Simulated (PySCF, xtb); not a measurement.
B(Cl)2(SeH) (BCl₂HSe), SMILES ClB(Cl)[SeH]. The values are those of a single conformer.

Harmonic wavenumbers (cm⁻¹) from GFN2-xTB (xtb) at its own minimum, in rising order: 161, 194, 316, 345, 366, 640, 716, 795, 2061.

### Question
What does B3LYP-D3(BJ)/def2-SVP run with PySCF give at its own minimum? (The exact figures need the calculation; the answer reports its results.)

### Answer
186, 216, 347, 397, 416, 718, 903, 977, 2417. Paired by order, the mean absolute difference is 109 cm⁻¹ and the zero-point energies are 8.0 and 9.4 kcal/mol.
